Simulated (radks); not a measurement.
Problem. These are the eigenvalues of the occupied orbitals of an atom or ion with whole-number occupations (hartree). All-electron calculation, scalar-relativistic Kohn-Sham, PBE, spin-unpolarised, spherical densities, point nucleus. Program: a radial shooting solver on a logarithmic mesh with Libxc functionals.

| orbital | eigenvalue |
|---|---|
| 1s | -3057.819 |
| 2s | -542.5109 |
| 2p | -467.8245 |
| 3s | -129.2763 |
| 3p | -107.7030 |
| 3d | -85.03275 |
| 4s | -28.97436 |
| 4p | -21.90319 |
| 4d | -13.52054 |
| 5s | -5.04935 |
| 4f | -4.22824 |
| 5p | -3.15256 |
| 5d | -1.05771 |

Which element is it, and in what charge state? The configuration may be excited.

Solution. Z = 80, mercury, charge +2: Hg2+ in [Xe] 4f14 5d10. The list shows which subshells hold electrons but not how many an open one holds; the 1s level, -3057.8 hartree, gives Z - s = 78.2 by -(Z - s)^2/2, which with screening and relativity narrows Z to a few neighbours, and the depths of the outer levels then fix element, charge and occupations together.
